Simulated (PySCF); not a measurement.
A side-by-side comparison of computed properties.

First species: C5H13NSi2.
SMILES: `C/C=C/[Si@H]1CC[SiH2]N1`

Second species: C5H10O3Si.
SMILES with atom numbers: `[CH3:1][C@@H:2]1[CH2:3][O:4][C:5](=[O:6])[O:7][C@@H:8]1[SiH3:9]` (hydrogens: H10, H11, H12 on C1; H13 on C2; H14, H15 on C3; H16 on C8; H17, H18, H19 on Si9)

Levels: PBE0/pcSseg-1 for HOMO energy, LUMO energy and HOMO–LUMO gap. Geometries: GFN2-xTB. Each structure is a single optimised conformer of the isolated species, non-relativistic unless stated; the electronic structure was computed with PySCF and density fitting.

| property | column X | column Y |
| --- | --- | --- |
| HOMO energy | -8.05 eV | -6.97 eV |
| LUMO energy | 0.26 eV | -0.08 eV |
| HOMO–LUMO gap | 8.31 eV | 6.89 eV |

(1) Which column belongs to which species?

(2) How does each property change from the first species to the second?

## Answers

(1) Column X is the second species and column Y the first. The first has 21 atoms and 78 electrons, the second 19 and 78.

(2) HOMO energy -1.08 eV; LUMO energy +0.34 eV; HOMO–LUMO gap +1.42 eV.

